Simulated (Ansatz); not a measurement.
`C[CH](C)[Sn][NH2]`, charge 0, multiplicity 1.

Q: Give a relaxed structure at PBE0-D4/def2-TZVP (Ansatz). (Estimate.)

A: The calculation gave: 
```xyz
14

C    -0.364    1.055   -1.032
C    -0.096    0.804    0.445
C     1.323    0.311    0.685
Sn   -1.589   -0.594    1.310
N    -1.050   -2.118    0.109
H    -0.276    0.137   -1.621
H    -1.366    1.457   -1.212
H     0.351    1.774   -1.452
H    -0.237    1.744    0.991
H     2.065    1.019    0.291
H     1.544    0.174    1.748
H     1.507   -0.649    0.192
H    -1.485   -3.027    0.142
H    -0.327   -2.087   -0.595
```
Point group Cs.
This is one stationary point; other conformers may exist.
